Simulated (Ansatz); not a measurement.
Worked example: C2H6 + C2H4FI → CH3I + C3H7F

Species: C2H6 `CC`, singlet; C2H4FI `CC(F)I`, singlet; CH3I `CI`, singlet; C3H7F (2-fluoropropane) `CC(C)F`, singlet. The partners trade CH3 for I; both sit on C, so the bond types are kept.

Shapes, held fixed at every level: PBE0-D4/def2-TZVP. Programs: Ansatz 0.2.0. The zero-point and thermal change to 298 K, harmonic and unscaled (PBE0-D4/def2-TZVP), is -0.5 kJ/mol.

At CCSD(T)/def2-TZVPP; 1 Eh = 2625.50 kJ/mol:

```
species  energy (Eh)
   C2H6   -79.675440
 C2H4FI  -475.350074
   CH3I  -336.975382
  C3H7F  -218.057166
```

Task: Work out ΔH(298 K) of the reaction at this level.

Result: 
1. Products less reactants: (-336.975382) + (-218.057166) − [(-79.675440) + (-475.350074)] = -0.007034 Eh = -18.5 kJ/mol.
2. With the thermal change: -18.5 + (-0.5) = -19.0 kJ/mol.

Other levels give -28.3 (HF/def2-TZVPP) to -14.6 kJ/mol (B3LYP-D4/def2-TZVPP). No measured value is set beside it here. For atoms past krypton def2 sets carry core potentials with scalar relativity. Outer-core shells of I are correlated, in sets that cover them unevenly.
